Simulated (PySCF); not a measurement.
Compound: C₅H₁₁NO₂Si.
Structure used (GFN2-xTB), in Å, numbered top down from 1:
```
atom  x, y, z in Å
C1    -2.0655   -0.0621    0.6949
C2    -0.6915   -0.1216    0.0179
C3    -0.6937   -1.2430   -1.0204
C4    -0.4346    1.1962   -0.6228
N5     0.3402    1.9620    0.0030
Si6    0.7019   -0.2646    1.3278
O7     2.2743   -0.1899    0.7769
C8     2.7964   -0.0273   -0.4036
O9     2.2229    0.0090   -1.4522
H10   -2.8513    0.0951   -0.0436
H11   -2.1010    0.7476    1.4186
H12   -2.2632   -0.9962    1.2142
H13   -1.5048   -1.1013   -1.7350
H14   -0.8311   -2.2072   -0.5350
H15    0.2461   -1.2552   -1.5664
H16   -0.9281    1.4305   -1.5725
H17    0.5253    2.8750   -0.4064
H18    0.6898    0.7352    2.3788
H19    0.6647   -1.6387    1.8494
H20    3.8980    0.0673   -0.3267
```

Computed at PBE0/pcSseg-1 (PySCF, non-relativistic), with Q(14N) = 0.02044 b, Q(17O) = −0.0256 b: N5, 14N (I = 1): χzz = -4.258 MHz, η = 0.324; O7, 17O (I = 5/2): χzz = -8.274 MHz, η = 0.204; O9, 17O (I = 5/2): χzz = 9.757 MHz, η = 0.246.

(1) Find the zero-field quadrupole resonance frequencies of 14N at N5.

(2) Find the zero-field quadrupole resonance frequencies of 17O at O7.

(3) Where would the pure quadrupole (NQR) lines of 17O at O9 fall for the rigid, isolated species?

Answers

(1) From ν± = (3/4)|χ|(1 ± η/3) and ν0 = |χ|η/2: ν+ 3.539 MHz, ν− 2.849 MHz, ν0 0.690 MHz (imine nitrogen).

(2) From the eigenvalues of H = χ/[4I(2I − 1)] × [3Iz² − I(I + 1) + η(Ix² − Iy²)], steps between neighbouring levels, labelled as for η = 0: ±1/2↔±3/2 1.296 MHz, ±3/2↔±5/2 2.462 MHz (oxygen singly bound to a carbonyl carbon).

(3) From the eigenvalues of H = χ/[4I(2I − 1)] × [3Iz² − I(I + 1) + η(Ix² − Iy²)], steps between neighbouring levels, labelled as for η = 0: ±1/2↔±3/2 1.557 MHz, ±3/2↔±5/2 2.893 MHz (carbonyl oxygen).

In a crystal, neighbours and librations shift these lines. GFN2-xTB bond lengths can be off by several hundredths of an ångström, more for odd bonds, and the gradients follow them. With so small a basis the couplings can be 20 % off.

These values come from a run that also computed NMR shieldings. The run took 64 s on Arm Neoverse V1, one thread, shared host, and the process peaked at 0.97 GiB of memory.

One conformer stands for the species.
